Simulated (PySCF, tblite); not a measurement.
Isomers of C6H15OPSi. Computed values, GFN2-xTB/tblite, gas phase, harmonic and unscaled. Against measured fundamentals such values can be off by several per cent, at times by over 20. Modes of hydrogen on phosphorus and silicon can be 10 to 20 % off. One conformer each.

Electronic energies: PBE0/pcSseg-1 single points on the GFN2-xTB geometries (PySCF, gas phase).

| SMILES | electronic energy, lowest = 0 (kJ/mol) |
| --- | --- |
| C/C=C\[P@@](=O)(CC)C[SiH3] | 92.5 |
| C=C[P@@](=C)(C[SiH3])COC | 399.8 |
| C[C@@H]1CC[P@H](=O)C[C@@H]1[SiH3] | 54.8 |
| CC[Si@H]1CC[P@H](=O)CC1 | 0.0 |

**Question.** How do GFN2-xTB zero-point energies change the relative energies?

**Answer.** 
```tsv
SMILES	ZPE (kJ/mol)	of it from modes above 1550 cm⁻¹	electronic (kJ/mol)	with ZPE, lowest = 0 (kJ/mol)	lowest mode (cm⁻¹)	rings
CC[Si@H]1CC[P@H](=O)CC1	518.8	257.7	0.0	0.0	41	1
C[C@@H]1CC[P@H](=O)C[C@@H]1[SiH3]	510.0	249.2	54.8	46.0	76	1
C/C=C\[P@@](=O)(CC)C[SiH3]	498.9	266.5	92.5	72.6	19	0
C=C[P@@](=C)(C[SiH3])COC	487.9	263.1	399.8	368.8	40	0
```

The zero-point energies span 30.9 kJ/mol, from `C=C[P@@](=C)(C[SiH3])COC` to `CC[Si@H]1CC[P@H](=O)CC1`. The order is unchanged.

**Question.** And how do the electronic energies of GFN2-xTB itself compare?

**Answer.** `CC[Si@H]1CC[P@H](=O)CC1` 49.7; `C[C@@H]1CC[P@H](=O)C[C@@H]1[SiH3]` 0.0; `C/C=C\[P@@](=O)(CC)C[SiH3]` 105.5; `C=C[P@@](=C)(C[SiH3])COC` 465.7 kJ/mol, lowest = 0. Against the energies above, taken from the same isomer `CC[Si@H]1CC[P@H](=O)CC1`, the largest difference is 104.5 kJ/mol.

**Question.** What do entropy and thermal enthalpy add at 298.15 K and 1 bar (rigid rotor, harmonic oscillator, one conformer each)?

**Answer.** 
| SMILES | point group | symmetry number | S (J/(mol K)) | H − H(0) (kJ/mol) | ZPE + H − H(0) − TS (kJ/mol) |
| --- | --- | --- | --- | --- | --- |
| CC[Si@H]1CC[P@H](=O)CC1 | C1 | 1 | 446.0 | 33.37 | 419.2 |
| C[C@@H]1CC[P@H](=O)C[C@@H]1[SiH3] | C1 | 1 | 427.4 | 31.99 | 414.6 |
| C=C[P@@](=C)(C[SiH3])COC | C1 | 1 | 480.1 | 38.64 | 383.4 |

Not tabulated: `C/C=C\[P@@](=O)(CC)C[SiH3]` (lowest mode only 19 cm⁻¹).
